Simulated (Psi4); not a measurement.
C3H9B (SMILES CB(C)C), singlet, geometry from GFN2-xTB; Psi4 1.11 with CCSD(T)/STO-3G.

Psi4 was given this input:
```
memory 2 GB

molecule {
0 1
  B     0.00001088    0.00026539    0.00036792
  C     1.52623309   -0.14823315   -0.37068251
  H     1.83762844   -1.19171630   -0.34087316
  H     2.14173593    0.36217756    0.37015562
  H     1.79190592    0.25078287   -1.34670484
  C    -0.55014221   -0.62227830    1.34159877
  H    -1.31137926   -1.37129600    1.12412977
  H    -1.04868172    0.13436281    1.94635953
  H     0.20789011   -1.09570452    1.96090406
  C    -0.97606596    0.77066511   -0.97070561
  H    -1.99790782    0.85271732   -0.60827282
  H    -1.00999230    0.27798673   -1.94219118
  H    -0.61140315    1.77844063   -1.16661060
}

set basis sto-3g

energy('ccsd(t)')
print_variables()
```

Output, abridged:

```
   => Loading Basis Set <=

    Name: STO-3G
    Role: ORBITAL
    Keyword: BASIS

         ---------------------------------------------------------
                                   SCF
               by Justin Turney, Rob Parrish, Andy Simmonett
                          and Daniel G. A. Smith
                              RHF Reference
         ---------------------------------------------------------

  ==> Geometry <==

    Molecular point group: c1
    Full point group: C1

    Geometry (in Angstrom), charge = 0, multiplicity = 1:

       Center              X                  Y                   Z               Mass
    ------------   -----------------  -----------------  -----------------  -----------------
         B            0.000007075130     0.000220825203     0.000306392641    11.009305360000
         C            1.526229285130    -0.148277714797    -0.370744037359    12.000000000000
         H            1.837624635130    -1.191760864797    -0.340934687359     1.007825032230
         H            2.141732125130     0.362132995203     0.370094092641     1.007825032230
         H            1.791902115130     0.250738305203    -1.346766367359     1.007825032230
         C           -0.550146014870    -0.622322864797     1.341537242641    12.000000000000
         H           -1.311383064870    -1.371340564797     1.124068242641     1.007825032230
         H           -1.048685524870     0.134318245203     1.946298002641     1.007825032230
         H            0.207886305130    -1.095749084797     1.960842532641     1.007825032230
         C           -0.976069764870     0.770620545203    -0.970767137359    12.000000000000
         H           -1.997911624870     0.852672755203    -0.608334347359     1.007825032230
         H           -1.009996104870     0.277942165203    -1.942252707359     1.007825032230
         H           -0.611406954870     1.778396065203    -1.166672127359     1.007825032230

  Running in c1 symmetry.

  Rotational constants: A =      0.24246  B =      0.24236  C =      0.12970 [cm^-1]
  Rotational constants: A =   7268.85160  B =   7265.88945  C =   3888.25747 [MHz]
  Nuclear repulsion =  112.542970815131966

  Charge       = 0
  Multiplicity = 1
  Electrons    = 32
  Nalpha       = 16
  Nbeta        = 16

  ==> Algorithm <==

  SCF Algorithm Type is PK.
  DIIS enabled.
  MOM disabled.
  Fractional occupation disabled.
  Guess Type is SAD.
  Energy threshold   = 1.00e-08
  Density threshold  = 1.00e-08
  Integral threshold = 1.00e-12

  ==> Primary Basis <==

  Basis Set: STO-3G
    Blend: STO-3G
    Number of shells: 21
    Number of basis functions: 29
    Number of Cartesian functions: 29
    Spherical Harmonics?: true
    Max angular momentum: 1

  ==> Integral Setup <==

  Using in-core PK algorithm.
   Calculation information:
      Number of atoms:                  13
      Number of AO shells:              21
      Number of primitives:             63
      Number of atomic orbitals:        29
      Number of basis functions:        29

      Integral cutoff                 1.00e-12
      Number of threads:                 1

  Performing in-core PK
  Using 189660 doubles for integral storage.
  We computed 26100 shell quartets total.
  Whereas there are 26796 unique shell quartets.

  ==> DiskJK: Disk-Based J/K Matrices <==

    J tasked:                  Yes
    K tasked:                  Yes
    wK tasked:                  No
    Schwarz Cutoff:          1E-12

  Minimum eigenvalue in the overlap matrix is 2.0692308311E-01.
  Reciprocal condition number of the overlap matrix is 8.3000011592E-02.
    Using symmetric orthogonalization.

  ==> Pre-Iterations <==

  SCF Guess: Superposition of Atomic Densities via on-the-fly atomic UHF (no occupation information).

   -------------------------
    Irrep   Nso     Nmo
   -------------------------
     A         29      29
   -------------------------
    Total      29      29
   -------------------------

  ==> Iterations <==

[...]
  @RHF Final Energy:  -141.85958939378202
    Total Energy =                       -141.8595893937820165
[...]
     2        -0.249689775091254    2.562e-02    0.003426    0.016906    0.016906    0.111926
     3        -0.250601158098346    3.631e-03    0.003549    0.017736    0.017736    0.112799
     4        -0.250764796764123    1.179e-03    0.003544    0.017775    0.017775    0.113012
     5        -0.250770966358193    2.593e-04    0.003549    0.017811    0.017811    0.113019
     6        -0.250770358401707    3.300e-05    0.003550    0.017813    0.017813    0.113018
     7        -0.250770827236271    9.660e-06    0.003550    0.017812    0.017812    0.113019
     8        -0.250771074628940    2.822e-06    0.003549    0.017811    0.017811    0.113019
     9        -0.250771063593031    9.552e-07    0.003549    0.017810    0.017810    0.113019
    10        -0.250771056511943    3.495e-07    0.003549    0.017810    0.017810    0.113019
    11        -0.250771054567525    1.395e-07    0.003549    0.017810    0.017810    0.113019
    12        -0.250771059754135    4.794e-08    0.003549    0.017810    0.017810    0.113019

    Iterations converged.

    Largest TIA Amplitudes:
             10   0         0.0176869060
              7   5         0.0064133685
              4   5         0.0026675999
             15   1         0.0023977750
             14   2         0.0023951903
              9   1         0.0023078018
              8   2         0.0023071438
             10  10         0.0014127572
              9   2         0.0013763235
              8   1        -0.0013759939

    Largest TIjAb Amplitudes:
      7   7   0   0        -0.0371945448
     12  12   3   3        -0.0279998397
     11  11   4   4        -0.0273005861
     13  13   6   6        -0.0255551539
     14  14   2   2        -0.0255361099
     15  15   1   1        -0.0255076914
     14  14  11  11        -0.0219365528
     15  15  12  12        -0.0219114408
     15  15   5   5        -0.0217104389
     14  14   5   5        -0.0215151352

    SCF energy       (wfn)                    = -141.859589393782016
    Reference energy (file100)                = -141.859589393781732

    Opposite-spin MP2 correlation energy      =   -0.169013150371110
    Same-spin MP2 correlation energy          =   -0.019061416261612
    Singles MP2 correlation energy            =   -0.000000000000000
    MP2 correlation energy                    =   -0.188074566632722
      * MP2 total energy                      = -142.047663960414468

    Opposite-spin CCSD correlation energy     =   -0.234368642214623
    Same-spin CCSD correlation energy         =   -0.016402417539513
    Singles CCSD correlation energy           =    0.000000000000000
    CCSD correlation energy                   =   -0.250771059754135
      * CCSD total energy                     = -142.110360453535861

            **************************
            *                        *
            *        CCTRIPLES       *
            *                        *
            **************************

    Wave function   =    CCSD_T
    Reference wfn   =      RHF

    Nuclear Rep. energy (wfn)                =  112.542970815131966
    SCF energy          (wfn)                = -141.859589393782016
    Reference energy    (file100)            = -141.859589393781732
    CCSD energy         (file100)            =   -0.250771059754135
    Total CCSD energy   (file100)            = -142.110360453535861

    Number of ijk index combinations:              816
    Approx. words needed per explicit thread:            8788
    Number of threads for explicit ijk threading:    1

    MKL num_threads set to 1 for explicit threading.

    (T) energy                                =   -0.001678838111306
      * CCSD(T) total energy                  = -142.112039291647164

  Variable Map:
  ----------------------------------------------------------------------------
[...]
  Array Variable Map:
  ----------------------------------------------------------------------------
[...]
[...]
```
